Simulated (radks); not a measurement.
Results of a calculation; reference values are marked as such.
The magnesium ion Mg+, configuration [Ne] 3s1.

Level of theory: non-relativistic Kohn-Sham, PBEsol, spin-polarised, spherical densities, point nucleus; open shells are filled with parallel spins first; hard spherical wall at 4 bohr (a radial shooting solver on a logarithmic mesh with Libxc functionals).

Energy parts (eV):
total: -5418.356
kinetic: 5424.746
electron-nucleus: -12942.147
Hartree: 2527.683
exchange-correlation: -428.639

Orbitals (lengths in bohr, moments of r in powers of bohr; <r^-3> diverges for s and p1/2; r(90%) holds 90 % of the orbital's charge):
orbital  occ.  eigenvalue (eV)  <r^-3>  r(90%)    <r^2>     <r^4>
1s up       1        -1260.832       -   0.234  0.02316  0.001392
1s down     1        -1260.693       -   0.234  0.02316  0.001392
2s up       1         -86.0734       -    1.12   0.5925    0.6760
2s down     1         -85.8523       -    1.11   0.5897    0.6655
2p up       3         -53.3823   25.28    1.18   0.6172    0.9103
2p down     3         -53.1334   25.39    1.18   0.6094    0.8764
3s up       1          -7.7471       -    3.00    5.119     34.00
3s down     0          -5.5959       -    2.99    5.039     33.13
3p up       0          -1.0462   3.386    3.09    5.502     38.89
3p down     0           1.1715   3.464    3.08    5.428     38.02
3d up       0           7.4057  0.1751    3.13    5.737     41.32
3d down     0           9.6522  0.1851    3.12    5.641     40.25
4s up       0          29.7754       -    3.42    6.267     57.03
4s down     0          31.7093       -    3.42    6.292     57.27

The highest occupied level is 3s up at -7.747 eV. The density falls to 0.001 e/bohr^3 at r = 3.33 bohr. The electron density at the nucleus is 1093 e/bohr^3. The pressure on the wall is 23.1 GPa.
